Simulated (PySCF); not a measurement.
Level of theory: PySCF with TPSSh-D3(BJ)/def2-TZVP // B3LYP-D3(BJ)/def2-TZVP. Gas-phase values, no solvent. One relaxed conformer stands for a flexible species; it need not be the lowest. Excitations are Tamm–Dancoff values on a coarser integration grid. The basis has no diffuse functions, so Rydberg states are missing or too high.

Reference species (SMILES): `[SiH3]C([SiH3])=O` (neutral, multiplicity 1).

| Item | Value |
|---|---|
| S1 excitation (TDA) | 2.62 eV |
| S1–T1 gap (TDA) | 0.78 eV |
| HOMO | -5.81 eV |

Changed species: `O=C[SiH2][SiH3]` (O–C–Si–Si torsion 94°).

**Question.** Predict the effect on the S1 excitation (TDA), S1–T1 gap (TDA) and HOMO.

**Answer.** the S1 excitation (TDA) goes up by 0.70 eV, to 3.32 eV; the S1–T1 gap (TDA) stays essentially unchanged; the HOMO falls by 0.49 eV, to -6.30 eV.
